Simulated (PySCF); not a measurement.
## Correlation energy of Ru (ruthenium, neutral)

[Kr] 4d7 5p1, one real determinant (an excited configuration). Computed with PySCF 2.14 in def2-TZVPPD with the def2 core potential (28 electrons) (6s4p3d2f1g, 56 functions), with scalar relativity through the core potential. Frozen: 4s2 4p6; 8 electrons correlated.

```csv
level,correlation energy (mhartree)
CCSD,-171.49
(T),-6.64
CCSD(T),-178.13
```

Diagnostics: T1 = 0.018, D1 = 0.0655, largest double amplitude 0.070.

The real determinant used has ⟨L²⟩ near 14 against 20 for a pure G term, so it mixes terms.

Cost of the coupled-cluster step: of the order of 5 core-seconds, for 8 correlated electrons.

The reference is one real determinant that mixes LS terms of this configuration.
